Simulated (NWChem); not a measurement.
All runs are NWChem calculations. System: BiF$_{3}$, charge 0, spin multiplicity 1, at a geometry optimised with PBE/def2-SVP with def2 effective core potentials on Bi. The structure started from a generated list of species. Level: MP2/def2-TZVP with def2 effective core potentials on Bi, 7 core orbitals frozen.

NWChem printed:

```
             Northwest Computational Chemistry Package (NWChem) 7.3.0
             --------------------------------------------------------

                                NWChem Input Module
                                -------------------

 Scaling coordinates for geometry "geometry" by  1.889725989
 (inverse scale =  0.529177249)

 Turning off AUTOSYM since
 SYMMETRY directive was detected!

                             Geometry "geometry" -> ""
                             -------------------------

 Output coordinates in angstroms (scale by  1.889725989 to convert to a.u.)

  No.       Tag          Charge          X              Y              Z
 ---- ---------------- ---------- -------------- -------------- --------------
    1 Bi                  83.0000     0.00225700     0.25408300     0.00000000
    2 F                    9.0000    -0.88749200    -0.77323400     1.52526100
    3 F                    9.0000    -0.88749200    -0.77323400    -1.52526100
    4 F                    9.0000     1.75416700    -0.79674500     0.00000000

 Effective nuclear repulsion energy (a.u.)     622.6451799207

            Nuclear Dipole moment (a.u.)
            ----------------------------
        X                 Y               Z
 ---------------- ---------------- ----------------
    -0.0000415740    -0.0000529123     0.0000000000

      Symmetry information
      --------------------

 Group name             Cs
 Group number              2
 Group order               2
 No. of unique centers     3

      Symmetry unique atoms

     1    2    4


 Summary of "ao basis" -> "" (spherical)
 ------------------------------------------------------------------------------
       Tag                 Description            Shells   Functions and Types
 ---------------- ------------------------------  ------  ---------------------
 *                         def2-tzvp                  on all atoms

 Summary of "ao basis" -> "ao basis" (spherical)
 ------------------------------------------------------------------------------
       Tag                 Description            Shells   Functions and Types
 ---------------- ------------------------------  ------  ---------------------
 Bi                        def2-tzvp                16       50   6s5p3d2f
 F                         def2-tzvp                11       31   5s3p2d1f

                                 NWChem SCF Module
                                 -----------------
[...]
    1 Bi  23    21.24   0.07 -0.62  1.80  0.79  1.21  0.61 -0.68  6.58  0.53  0.57  0.04  9.16  0.91  0.13  0.14  0.01
    2 F    9     9.59   0.77  1.20  0.60  1.00  0.40  2.22  2.27  1.12  0.00  0.01  0.00
    3 F    9     9.59   0.77  1.20  0.60  1.00  0.40  2.22  2.27  1.12  0.00  0.01  0.00
    4 F    9     9.59   0.77  1.20  0.60  1.00  0.40  2.22  2.27  1.12  0.00  0.01  0.00

       Multipole analysis of the density wrt the origin
       ------------------------------------------------

     L   x y z        total         open         nuclear
     -   - - -        -----         ----         -------
     0   0 0 0      0.000000      0.000000     50.000000

     1   1 0 0      0.021028      0.000000     -0.255948
     1   0 1 0      2.366209      0.000000    -28.808888
     1   0 0 1     -0.000000      0.000000      0.000000

     2   2 0 0    -36.297275      0.000000    149.526144
     2   1 1 0      0.038807      0.000000     -0.761074
     2   1 0 1      0.000000      0.000000      0.000000
     2   0 2 0    -31.944067      0.000000     64.136658
     2   0 1 1      0.000000      0.000000      0.000000
     2   0 0 2    -36.298087      0.000000    149.540390

                   NWChem MP2 Semi-direct Energy/Gradient Module
                   ---------------------------------------------

  Basis functions       =    143
  Molecular orbitals    =    143
  Frozen core           =      7
  Frozen virtuals       =      0
  Active alpha occupied =     18
  Active beta occupied  =     18
  Active alpha virtual  =    118
  Active beta virtual   =    118
  Use MO symmetry       = T
  Use skeleton AO sym   = T

  AO/Fock/Back tols     =   1.0D-09  1.0D-09  1.0D-09

 GA uses MA = F    GA memory limited = T

 Available:
  local mem=  1.26D+08
 global mem=  1.44D+08
 local disk=  0.00D+00
  mp2_memr nvloc                   118
  nvloc new                   118
   1 passes of  18:        5242880                     147873                  66090988.
   1 passes of  18: M    126139625           G      144138302           F     120896745.

 Semi-direct pass number   1 of   1  for RHF alpha+beta  at        6.7s
  vrange nnbf                  9147
  mp2_eaftype                   252  avail_ma_in_mb                  1099
 EAF : mp2_eaftype filesize         252   33045494.
  mp2_eaf for mointskh                    252
Node 0 wrote    155.4 Mb in      0.1 s     Agg I/O rate:  2916.2 Mb/s
 Done moints_semi at       17.8s
  mp2_eaftype                   252  avail_ma_in_mb                   847
 EAF : mp2_eaftype filesize         252   33045494.
  mp2_eaf for kh                   252
 Done maket at       18.6s
 Done multipass loop at       18.6s

          -------------------------------------------
          SCF energy                -512.072269870451
          Correlation energy          -1.195766881281
          Singlet pairs               -0.661354707793
          Triplet pairs               -0.534412173487
          Total MP2 energy          -513.268036751732
          -------------------------------------------

          ---------------------------------------------------
                    Spin Component Scaled (SCS) MP2
          Same spin pairs                     -0.356274782325
          Same spin scaling factor             0.333333333333
          Opposite spin pairs                 -0.839492098956
          Opposite spin scaling fact.          1.200000000000
          SCS-MP2 correlation energy          -1.126148779522
          Total SCS-MP2 energy              -513.198418649973
          ---------------------------------------------------

 -----------------------
 Performance information
 -----------------------

 Timer overhead =  2.28D-07 seconds/call

               Nr. of calls         CPU time (s)                 Wall time (s)                GFlops
             ---------------    -------------------     ------------------------------   -------------------
Name         Min   Avg   Max    Min     Avg     Max     Min     Avg     Max   Mx/calls   Min     Max     Sum
mp2: moin     1     1     1    11.     11.     11.      11.     11.     11.     11.      0.0     0.0     0.0
mp2: make     1     1     1   0.77    0.77    0.77     0.77    0.77    0.77    0.77      0.0     0.0     0.0
mp2: tota     1     1     1    12.     12.     12.      12.     12.     12.     12.      0.0     0.0     0.0

 The average no. of pstat calls per process was 3.00D+00
 with a timing overhead of 6.85D-07s

 Task  times  cpu:       18.5s     wall:       18.5s

 Total times  cpu:       18.6s     wall:       18.6s
```

**Question.** Write an NWChem input that would produce this output.

**Answer.** Several could match; the one computed here: 
```
start mol
memory heap 200 mb stack 900 mb global 1100 mb
geometry units angstroms nocenter noautoz
  Bi     0.002257     0.254083     0.000000
  F     -0.887492    -0.773234     1.525261
  F     -0.887492    -0.773234    -1.525261
  F      1.754167    -0.796745     0.000000
  symmetry group Cs
end
basis spherical
  * library def2-tzvp
end
ecp
  Bi library def2-ecp
end
scf
  rhf
  nopen 0
  maxiter 100
  thresh 1e-7
  semidirect memsize 60000000 filesize 0
end
mp2
  freeze core 7
end
task mp2 energy
```
